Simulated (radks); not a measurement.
All-electron atom: Hg LXXV in [He] 2s2 2p2 (the NIST ground configuration).

Method: scalar-relativistic Kohn-Sham, PBEsol, spin-polarised, spherical densities, finite nucleus; open shells are filled with parallel spins first (spin-orbit coupling, left out, can overturn this in heavy ions); Fermi nuclear charge, rms radius 5.4648 fm; computed with a radial shooting solver on a logarithmic mesh with Libxc functionals.

Energy parts (eV):
total: -279042.43
kinetic: 333020.47
electron-nucleus: -619932.41
Hartree: 10486.77
exchange-correlation: -2617.26

Orbitals (lengths in bohr, moments of r in powers of bohr; <r^-3> diverges for s and p1/2; r(90%) holds 90 % of the orbital's charge):
orbital  occ.  eigenvalue (eV)       <r^4>  <r^-3>  r(90%)      <r^2>
1s up       1        -91810.19   3.943e-07       -  0.0303  0.0003790
1s down     1        -91765.83   3.935e-07       -  0.0303  0.0003786
2s up       1        -22398.00  0.00004997       -   0.105   0.005419
2s down     1        -22319.89  0.00005030       -   0.105   0.005435
2p up       2        -20519.00  0.00003867   29170  0.0983   0.004470
2p down     0        -20428.18  0.00003903   29090  0.0985   0.004489

The highest occupied level is 2p up at -20519 eV. The density falls to 0.001 e/bohr^3 at r = 0.28 bohr. The electron density at the nucleus is 2.438e+06 e/bohr^3 (large components only). Spin moment in Bohr magnetons: 2.
